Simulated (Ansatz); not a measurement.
The same path of BH4NO + H3N (11 atoms, charge 0, multiplicity 1) was run twice with different band settings. Lost on the way: B1–O2, N8–H11. Made: B1–N8, O2–H11.

Computed with Ansatz, RKS B3LYP-D4/def2-mTZVP.

Relaxed end points:

```xyz
11
Properties=species:S:1:pos:R:3
B -0.067 -0.921 -0.201
O 0.584 -0.144 0.710
H 0.163 0.724 0.904
H 0.406 -1.986 -0.473
N -1.270 -0.544 -0.844
H -1.753 0.328 -0.684
H -1.729 -1.140 -1.514
N -0.476 2.426 1.426
H -1.223 2.383 2.114
H -0.766 3.090 0.712
H 0.331 2.833 1.893
```

```xyz
11
Properties=species:S:1:pos:R:3
B -0.640 0.783 -0.756
O 0.285 0.420 2.598
H 0.852 -0.350 2.466
H -0.016 0.869 -1.770
N -1.315 -0.417 -0.466
H -1.296 -1.211 -1.084
H -1.797 -0.598 0.403
N -0.631 1.885 0.150
H -1.320 1.987 0.883
H -0.252 2.775 -0.136
H 0.330 0.904 1.754
```

Common settings: spring 5.0 eV/Å²; optimiser quadratic models (default); start path through a guess of the saddle point; force threshold 0.05 eV/Å; iteration limit 60; end points relaxed.

| run | movable images | climbing image |
| --- | --- | --- |
| 1 | 7 | yes |
| 2 | 8 | no |

Task: What does each run give, and how far can it be trusted?

Result: Run 1: converged after 37 iterations, highest image 1.661 eV above the first end. The profile has 2 maxima (images 4, 7) with wells between them (image 5): this band takes more than one step, which may be the mechanism or a detour left from its start path. Neighbouring images differ by up to 1.2 eV, so the band resolves the path poorly. A vibrational analysis at the climbing image gives one clearly imaginary mode, 1440i cm⁻¹: a first-order saddle point.
Run 2: converged after 51 iterations, highest image 0.738 eV above the first end. The profile has 2 maxima (images 5, 8) with wells between them (image 6): this band takes more than one step, which may be the mechanism or a detour left from its start path. No image climbed, so the highest image needn't sit at the top of the path.
The orbitals stay closed-shell, which can raise the energy where a bond breaks towards radicals; this wasn't checked here.
